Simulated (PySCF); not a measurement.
H2Si, charge -1, doublet, geometry from GFN2-xTB (a state made from the parent by changing its charge; the spin is typed, not shown lowest) (in this run its highest filled SCF level lies above zero, so its values depend strongly on the basis, on diffuse functions most of all); HF/6-31G** (PySCF).

Input for PySCF:
```python
from pyscf import gto, scf

mol = gto.Mole()
mol.atom = '''
    Si    0.000000    0.000000    0.000000
    H     0.000000    0.000000    1.299218
    H    -0.000000   -0.000000   -1.299218
'''
mol.basis = '6-31g**'
mol.charge = -1
mol.spin = 1
mol.verbose = 4
mol.build()

mf = scf.UHF(mol)
mf.kernel()
mf.analyze()
```

What the program printed (banner, timings and long lists left out):

```
PySCF version 2.14.0

[INPUT] verbose = 4
[INPUT] num. atoms = 3
[INPUT] num. electrons = 17
[INPUT] charge = -1
[INPUT] spin (= nelec alpha-beta = 2S) = 1
[INPUT] symmetry False subgroup None
[INPUT] Mole.unit = angstrom
[INPUT] Symbol           X                Y                Z      unit          X                Y                Z       unit  Magmom
[INPUT]  1 Si     0.000000000000   0.000000000000   0.000000000000 AA    0.000000000000   0.000000000000   0.000000000000 Bohr   0.0
[INPUT]  2 H      0.000000000000   0.000000000000   1.299218000000 AA    0.000000000000   0.000000000000   2.455166196105 Bohr   0.0
[INPUT]  3 H      0.000000000000   0.000000000000  -1.299218000000 AA    0.000000000000   0.000000000000  -2.455166196105 Bohr   0.0

nuclear repulsion = 11.6081754649489
number of shells = 14
number of NR pGTOs = 65
number of NR cGTOs = 28
basis = 6-31g**
ecp = {}

******** <class 'pyscf.scf.uhf.UHF'> ********
method = UHF
initial guess = minao
damping factor = 0
level_shift factor = 0
DIIS = <class 'pyscf.scf.diis.CDIIS'>
diis_start_cycle = 1
diis_space = 8
diis_damp = 0
SCF conv_tol = 1e-09
SCF conv_tol_grad = None
SCF max_cycles = 50
direct_scf = True
direct_scf_tol = 1e-13
number electrons alpha = 9  beta = 8
Set gradient conv threshold to 3.16228e-05
init E= -289.854815788891

cycle= 1 E= -289.854924242012  delta_E= -0.000108  |g|= 0.112  |ddm|= 1.17
cycle= 2 E= -289.869595591114  delta_E= -0.0147  |g|= 0.0329  |ddm|= 0.221
cycle= 3 E= -289.870872778216  delta_E= -0.00128  |g|= 0.012  |ddm|= 0.0513
cycle= 4 E= -289.871133148851  delta_E= -0.00026  |g|= 0.00556  |ddm|= 0.0267
cycle= 5 E= -289.871208878589  delta_E= -7.57e-05  |g|= 0.00165  |ddm|= 0.0188
cycle= 6 E= -289.871216472904  delta_E= -7.59e-06  |g|= 0.000355  |ddm|= 0.00762
cycle= 7 E= -289.871216905402  delta_E= -4.32e-07  |g|= 9.31e-05  |ddm|= 0.00212
cycle= 8 E= -289.871216933717  delta_E= -2.83e-08  |g|= 1.59e-05  |ddm|= 0.000618
cycle= 9 E= -289.871216934304  delta_E= -5.87e-10  |g|= 1.95e-06  |ddm|= 7.63e-05
Extra cycle  E= -289.871216934309  delta_E= -5.91e-12  |g|= 8.19e-07  |ddm|= 4.61e-06
converged SCF energy = -289.871216934309  <S^2> = 0.76461339  2S+1 = 2.0145604
**** SCF Summaries ****
Total Energy =                        -289.871216934309416
Nuclear Repulsion Energy =              11.608175464948918
One-electron Energy =                 -428.986919586295585
Two-electron Energy =                  127.507527187037212
Two-electron Coulomb Energy =          148.733651513382256
DFT Exchange-Correlation Energy =      -21.226124326345044
**** MO energy ****
                             alpha | beta                alpha | beta
MO #1   energy= -68.480901202632   | -68.4760811951516  occ= 1 | 1
MO #2   energy= -5.85542695214736  | -5.84880006330076  occ= 1 | 1
MO #3   energy= -3.96729935388211  | -3.95773183943884  occ= 1 | 1
MO #4   energy= -3.96111339979931  | -3.95316417471096  occ= 1 | 1
MO #5   energy= -3.95707441284283  | -3.94756527175293  occ= 1 | 1
MO #6   energy= -0.485379201900694 | -0.449236111370344 occ= 1 | 1
MO #7   energy= -0.311179900550904 | -0.323902933143056 occ= 1 | 1
MO #8   energy= -0.035051652702299 | 0.0327626506518466 occ= 1 | 1
MO #9   energy= 0.00527760696623636 | 0.289065861809974  occ= 1 | 0
MO #10  energy= 0.30965125262691   | 0.34618936814201   occ= 0 | 0
MO #11  energy= 0.435666679161557  | 0.440476206740557  occ= 0 | 0
MO #12  energy= 0.520304387511877  | 0.542410135350686  occ= 0 | 0
MO #13  energy= 0.603562911124373  | 0.648999085340493  occ= 0 | 0
MO #14  energy= 0.635379181330991  | 0.679733925508498  occ= 0 | 0
MO #15  energy= 0.800256193465775  | 0.805851142401927  occ= 0 | 0
MO #16  energy= 0.997594460334479  | 1.01165711524141   occ= 0 | 0
MO #17  energy= 1.00337031396393   | 1.03614871962853   occ= 0 | 0

To work with the spin densities directly, `use mulliken_meta_spin()` only printing them here.

 ** Mulliken spin pop alpha/beta on meta-lowdin orthogonal AOs **
 ** Mulliken Spin Density (per AO)  **
spin_pop of  0 Si 1s       -0.00000
spin_pop of  0 Si 2s        0.00003
spin_pop of  0 Si 3s        0.10353
spin_pop of  0 Si 4s       -0.00168
spin_pop of  0 Si 2px       0.00000
spin_pop of  0 Si 2py       0.00000
spin_pop of  0 Si 2pz       0.00000
spin_pop of  0 Si 3px       0.93483
spin_pop of  0 Si 3py       0.04904
spin_pop of  0 Si 3pz       0.03149
spin_pop of  0 Si 4px       0.02390
spin_pop of  0 Si 4py      -0.00790
spin_pop of  0 Si 4pz      -0.00204
spin_pop of  0 Si 3dxy      0.00001
spin_pop of  0 Si 3dyz      0.00000
spin_pop of  0 Si 3dz^2    -0.00271
spin_pop of  0 Si 3dxz     -0.00000
spin_pop of  0 Si 3dx2-y2    0.00004
spin_pop of  1 H 1s       -0.06377
spin_pop of  1 H 2s        0.00003
spin_pop of  1 H 2px       0.00009
spin_pop of  1 H 2py      -0.00002
spin_pop of  1 H 2pz      -0.00059
spin_pop of  2 H 1s       -0.06377
spin_pop of  2 H 2s        0.00003
spin_pop of  2 H 2px       0.00009
spin_pop of  2 H 2py      -0.00002
spin_pop of  2 H 2pz      -0.00059
 ** Mulliken Spin Density (per atom)  **
spin density of  0 Si =      1.12854
spin density of  1 H =     -0.06427
spin density of  2 H =     -0.06427
 ** Mulliken pop alpha/beta on meta-lowdin orthogonal AOs **
 ** Mulliken pop       alpha | beta **
pop of  0 Si 1s        1.00000 | 1.00000
pop of  0 Si 2s        0.99996 | 0.99993
pop of  0 Si 3s        0.55116 | 0.44764
pop of  0 Si 4s        0.00015 | 0.00183
pop of  0 Si 2px       1.00000 | 0.99999
pop of  0 Si 2py       1.00000 | 1.00000
pop of  0 Si 2pz       0.99998 | 0.99998
pop of  0 Si 3px       0.97417 | 0.03934
pop of  0 Si 3py       0.96690 | 0.91785
pop of  0 Si 3pz       0.48706 | 0.45556
pop of  0 Si 4px       0.02565 | 0.00175
pop of  0 Si 4py       0.03288 | 0.04078
pop of  0 Si 4pz       0.00616 | 0.00820
pop of  0 Si 3dxy      0.00005 | 0.00004
pop of  0 Si 3dyz     -0.00000 | -0.00000
pop of  0 Si 3dz^2     0.00252 | 0.00524
pop of  0 Si 3dxz     -0.00000 | -0.00000
pop of  0 Si 3dx2-y2    0.00024 | 0.00021
pop of  1 H 1s        0.47305 | 0.53682
pop of  1 H 2s        0.00205 | 0.00202
pop of  1 H 2px       0.00009 | 0.00001
pop of  1 H 2py       0.00011 | 0.00014
pop of  1 H 2pz       0.00126 | 0.00185
pop of  2 H 1s        0.47305 | 0.53682
pop of  2 H 2s        0.00205 | 0.00202
pop of  2 H 2px       0.00009 | 0.00001
pop of  2 H 2py       0.00011 | 0.00014
pop of  2 H 2pz       0.00126 | 0.00185
In total             9.00000 | 8.00000
 ** Mulliken atomic charges   ( Nelec_alpha | Nelec_beta ) **
charge of  0Si =     -0.96521  (     8.04688      6.91834 )
charge of  1H =     -0.01739  (     0.47656      0.54083 )
charge of  2H =     -0.01739  (     0.47656      0.54083 )

WARN: System has nonzero charge -1; the dipole moment is origin-dependent.
Location of origin: [0. 0. 0.]

Dipole moment(X, Y, Z, Debye): -0.00000, -0.00000,  0.00000
```
